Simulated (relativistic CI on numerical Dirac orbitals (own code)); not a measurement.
# Mo²⁺ (4d4) in a crystal field

Calculated by Dirac-Coulomb-Breit CI, KLI orbitals optimised for each configuration, a model potential for QED, valence Slater integrals scaled by 0.85, one configuration in a parametric crystal field (own radial code).

Field parameters in Wybourne normalisation: D3d B²₀ = −7Dσ, B⁴₀ = −14Dq − 21Dτ, B⁴₃ = −14√(10/7) Dq; D4h B²₀ = −7Ds, B⁴₀ = 21(Dq − Dt), B⁴₄ = 21√(5/14) Dq; Oh B⁴₀ = 21Dq, B⁴₄ = √(5/14) B⁴₀; Td as Oh with Dq negative (B⁴₀ = 21Dq, B⁴₄ = √(5/14) B⁴₀). The field is a parameter set, without covalency.

S and J are read from ⟨S²⟩ = S(S + 1) and ⟨J²⟩ = J(J + 1) of each level; they are not fictitious spins.

D3d, 10Dq = 18650, Dσ = 1170, Dτ = -20 cm⁻¹, the lowest 16 levels:

```
E (cm⁻¹)  Degeneracy  Irrep     S     J
     0.0           1     A1  1.02  4.16
    90.9           2      E  1.02  4.09
    2341           1     A2  1.10  4.08
    2400           1     A1  1.08  3.95
    2645           2      E  1.09  3.90
    2856           2      E  1.06  3.87
    5036           1     A2  1.99  2.93
    5056           1     A1  1.98  2.90
    5139           2      E  1.96  2.99
    5195           2      E  1.97  3.08
    5226           2      E  1.95  3.04
    5234           1     A2  1.94  3.05
    5260           1     A1  1.95  3.05
    8241           2      E  0.04  4.49
   10351           1     A1  0.03  4.72
   10606           2      E  0.03  4.79
```

D4h, 10Dq = 27150, Ds = -1480, Dt = 880 cm⁻¹, the lowest 10 levels:

```
E (cm⁻¹)  Degeneracy  Irrep     S     J
     0.0           1     A1  1.00  4.03
    59.6           2      E  1.00  4.05
    7522           1     B2  0.23  4.46
    8211           1     A1  1.04  4.16
    8253           1     B1  0.51  4.26
    8276           1     A2  1.03  4.23
    8583           2      E  1.03  4.02
    9112           1     B2  0.95  3.94
    9202           1     B1  0.79  4.16
   11478           1     A1  1.99  2.94
```

Oh, 10Dq = 31750 cm⁻¹, the lowest 16 levels:

```
E (cm⁻¹)  Degeneracy  Irrep     S     J
     0.0           1     A1  1.00  4.40
     384           3     T1  1.00  4.23
     979           3     T2  1.00  3.84
     981           2      E  1.00  3.81
    8481           3     T2  0.02  4.51
    9311           2      E  0.01  4.55
   16578           1     A2  2.00  3.00
   16585           3     T2  2.00  2.98
   16592           2      E  2.00  2.97
   16599           3     T1  2.00  2.95
   16605           1     A1  2.00  2.94
   18509           1     A1  0.02  3.76
   29940           3     T1  1.00  5.01
   30000           3     T2  1.00  4.99
   30144           1     A1  1.00  4.30
   30349           3     T1  1.00  4.24
```

Td, 10Dq = -12600 cm⁻¹, the lowest 16 levels:

```csv
E (cm⁻¹),Degeneracy,Irrep,S,J
0.0,1,A1,0.16,4.55
3064,1,A1,1.88,2.40
3157,3,T1,1.91,2.43
3335,3,T2,1.96,2.44
3810,2,E,1.96,3.24
3899,3,T1,1.99,3.24
4239,3,T2,1.99,3.75
6009,3,T1,1.14,3.65
6128,1,A1,1.13,3.53
6160,2,E,1.04,3.95
6291,3,T2,1.06,4.03
9030,1,A2,1.00,3.97
9339,3,T2,1.01,4.20
9610,3,T1,0.95,4.39
9879,2,E,1.01,4.38
11591,3,T1,0.22,5.14
```

Oh, 10Dq = 35700 cm⁻¹, the lowest 16 levels:

```
E (cm⁻¹)  Degeneracy  Irrep     S     J
     0.0           1     A1  1.00  4.41
     380           3     T1  1.00  4.23
     974           3     T2  1.00  3.84
     978           2      E  1.00  3.81
    8557           3     T2  0.01  4.49
    9347           2      E  0.01  4.52
   18961           1     A1  0.01  3.74
   20461           1     A2  2.00  3.00
   20466           3     T2  2.00  2.99
   20471           2      E  2.00  2.97
   20476           3     T1  2.00  2.96
   20482           1     A1  2.00  2.94
   33831           3     T1  1.00  5.01
   33890           3     T2  1.00  4.99
   34042           1     A1  1.00  4.30
   34246           3     T1  1.00  4.24
```

The free-ion ground term has S = 2. The field overcomes the spin-pairing energy for D3d, 10Dq = 18650, Dσ = 1170, Dτ = -20 cm⁻¹; D4h, 10Dq = 27150, Ds = -1480, Dt = 880 cm⁻¹; Oh, 10Dq = 31750 cm⁻¹; Td, 10Dq = -12600 cm⁻¹; Oh, 10Dq = 35700 cm⁻¹, where the ground state has lower spin; these fields are assumed values.

Levels of this model without a field, named by their leading LS term: ⁵D0 0, ⁵D1 205, ⁵D2 581, ⁵D3 1089, ⁵D4 1697, ³H4 13154, ³P0 13433, ³H5 13627 cm⁻¹.
